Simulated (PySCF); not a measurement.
Correlation energy of Os⁺ (osmium, charge +1)

[Xe] 4f14 5d6 6s1, high-spin 6D determinant. Calculation: PySCF 2.14, in def2-TZVPPD with the def2 core potential (60 electrons) (6s5p3d2f1g, 59 functions); scalar relativity through the core potential. Frozen: nothing; 15 electrons correlated.

```csv
level,correlation energy (mhartree)
CCSD,-355.45
(T),-9.38
CCSD(T),-364.83
```

Diagnostics: T1 = 0.0073, D1 = 0.0263, largest double amplitude 0.024.

Spin-orbit coupling, absent here, splits the open shell strongly.

Cost of the coupled-cluster step: roughly 12 core-seconds, for 15 correlated electrons.

Iterations:

```
CC2 = 0
CCSD nocc = (np.int64(10), np.int64(5)), nmo = (59, 59)
frozen orbitals [[], []]
max_cycle = 100
direct = 0
conv_tol = 1e-08
conv_tol_normt = 1e-06
diis_space = 8
diis_start_cycle = 0
Init t2, MP2 energy = -0.358334873087836
Init E_corr(UCCSD) = -0.358334873088211
cycle = 1  E_corr(UCCSD) = -0.349760223843366  dE = 0.00857464924  norm(t1,t2) = 0.0443938
cycle = 2  E_corr(UCCSD) = -0.355055939012208  dE = -0.00529571517  norm(t1,t2) = 0.0099375
cycle = 3  E_corr(UCCSD) = -0.355193154108936  dE = -0.000137215097  norm(t1,t2) = 0.00391802
cycle = 4  E_corr(UCCSD) = -0.355471281286606  dE = -0.000278127178  norm(t1,t2) = 0.00112516
cycle = 5  E_corr(UCCSD) = -0.355449266498605  dE = 2.2014788e-05  norm(t1,t2) = 0.00030081
cycle = 6  E_corr(UCCSD) = -0.35544011235678  dE = 9.15414183e-06  norm(t1,t2) = 9.06538e-05
cycle = 7  E_corr(UCCSD) = -0.355445515269709  dE = -5.40291293e-06  norm(t1,t2) = 2.78743e-05
cycle = 8  E_corr(UCCSD) = -0.355445212889001  dE = 3.02380707e-07  norm(t1,t2) = 5.2634e-06
cycle = 9  E_corr(UCCSD) = -0.355445105893871  dE = 1.0699513e-07  norm(t1,t2) = 9.91858e-07
cycle = 10  E_corr(UCCSD) = -0.355445125497454  dE = -1.96035825e-08  norm(t1,t2) = 2.41643e-07
cycle = 11  E_corr(UCCSD) = -0.355445125226237  dE = 2.71216716e-10  norm(t1,t2) = 7.2433e-08
UCCSD converged
E(UCCSD) = -89.95499171272915  E_corr = -0.3554451252262372
UCCSD(T) correction = -0.0093751732609577
```

The basis has no tight functions for the innermost shells, so their pair energies are far from complete.

This basis was not built for core-valence correlation, so the inner-shell part is incomplete.
